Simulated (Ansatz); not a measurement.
```yaml
crystal:
  periodic: [false, false, false]
  atoms:
    - {symbol: B, position_ang: [-1.752822, 0.516175, 0.240687]}
    - {symbol: Ge, position_ang: [-0.319441, 0.597982, 0.504939]}
    - {symbol: Se, position_ang: [0.321523, -0.694679, 1.088237]}
    - {symbol: C, position_ang: [-0.174954, -1.347842, 0.360487]}
    - {symbol: C, position_ang: [0.532517, 0.721924, -0.369479]}
    - {symbol: C, position_ang: [0.376869, 1.090698, -1.271490]}
    - {symbol: Ga, position_ang: [1.609318, -0.024478, 0.070977]}
    - {symbol: H, position_ang: [-2.122845, -0.231409, 0.282152]}
    - {symbol: H, position_ang: [-2.187578, 1.164191, -0.050892]}
    - {symbol: H, position_ang: [-0.186846, 1.449108, 1.148395]}
    - {symbol: H, position_ang: [0.180303, -1.894364, 0.403600]}
    - {symbol: H, position_ang: [-0.149524, -1.281576, -0.293249]}
    - {symbol: H, position_ang: [-0.797034, -1.716466, 0.462151]}
    - {symbol: H, position_ang: [-0.264180, 1.455444, -1.465639]}
    - {symbol: H, position_ang: [0.773230, 1.054349, -1.823580]}
    - {symbol: H, position_ang: [1.926103, -0.796735, -0.468158]}
    - {symbol: H, position_ang: [2.291669, 0.441644, 0.753995]}
basis:
  gaussian: {orbitals: "6-31G*"}
hamiltonian: {xc: {name: wB97}}
accuracy: high
output: {forces: true}
```

```sh
$ ansatz run in.yaml --threads 4 --pin off --events-out ev --progress --plain --max-ram 66560MiB --backend cpu
```

It prints (some lines left out):

```
Functional definition: wB97
3962 factors; integrals over basis functions are off by at most 4.7e-9 eV
721 factors; integrals over basis functions are off by at most 2.5e-9 eV
mean field evaluation 1: about -178012.9436 eV, gradient 1.1e2 eV
mean field evaluation 2: about -178017.5431 eV, gradient 9.6e1 eV
mean field evaluation 4: about -178033.0599 eV, gradient 5.9e0 eV
mean field evaluation 8: about -178033.1152 eV, gradient 5.8e-1 eV
mean field evaluation 16: about -178033.1181 eV, gradient 2.6e-3 eV
mean field evaluation 32: about -178033.1181 eV, gradient 4.4e-8 eV
mean field -178033.11808662 eV, -6542.5964145015 hartree, gradient 4.4e-8 eV, S^2 0.000000; 0 other end points of the search recorded, 0 dependent functions left out
reference -178033.11808531 eV, -6542.5964144535 hartree; 65, 65 occupied and 120, 120 virtual orbitals, 3962 factors
Total energy: -178033.11808531 eV, -6542.5964144535 hartree
Atom 0 at    -1.752822     0.516175     0.240687 Å, force    -4.891945     0.920759     1.919219 eV/Å
Atom 1 at    -0.319441     0.597982     0.504939 Å, force   -57.605626    33.243839    26.484785 eV/Å
Atom 2 at     0.321523    -0.694679     1.088237 Å, force    71.708748    27.473949   137.279801 eV/Å
Atom 3 at    -0.174954    -1.347842     0.360487 Å, force   -65.522891   -34.871727   -43.888037 eV/Å
Atom 4 at     0.532517     0.721924    -0.369479 Å, force    32.300051     6.917829   -13.964103 eV/Å
Atom 5 at     0.376869     1.090698    -1.271490 Å, force   -14.663394    11.367771    -6.127424 eV/Å
Atom 6 at     1.609318    -0.024478     0.070977 Å, force    27.489582     4.101676     2.148074 eV/Å
Atom 7 at    -2.122845    -0.231409     0.282152 Å, force   -11.335957   -20.440317     1.009332 eV/Å
Atom 8 at    -2.187578     1.164191    -0.050892 Å, force   -12.783295    18.092933    -8.300763 eV/Å
Atom 9 at    -0.186846     1.449108     1.148395 Å, force     2.831332    20.773689    15.154390 eV/Å
Atom 10 at     0.180303    -1.894364     0.403600 Å, force    31.828408   -53.497098     0.682861 eV/Å
Atom 11 at    -0.149524    -1.281576    -0.293249 Å, force     1.187932     6.441435   -60.341379 eV/Å
Atom 12 at    -0.797034    -1.716466     0.462151 Å, force   -33.389724   -17.616601     4.994400 eV/Å
Atom 13 at    -0.264180     1.455444    -1.465639 Å, force   -27.346269    15.600701    -8.740666 eV/Å
Atom 14 at     0.773230     1.054349    -1.823580 Å, force    32.826049    -2.740935   -43.859704 eV/Å
Atom 15 at     1.926103    -0.796735    -0.468158 Å, force    11.618047   -26.725543   -19.114893 eV/Å
Atom 16 at     2.291669     0.441644     0.753995 Å, force    15.748951    10.957640    14.664105 eV/Å
Dipole moment:    -0.585951    -0.400815    -0.262052 e Å
```

Something in this input is off. What?

The geometry is squeezed to about two thirds of its size. The run converged. The result belongs to that input, not to the molecule as meant.
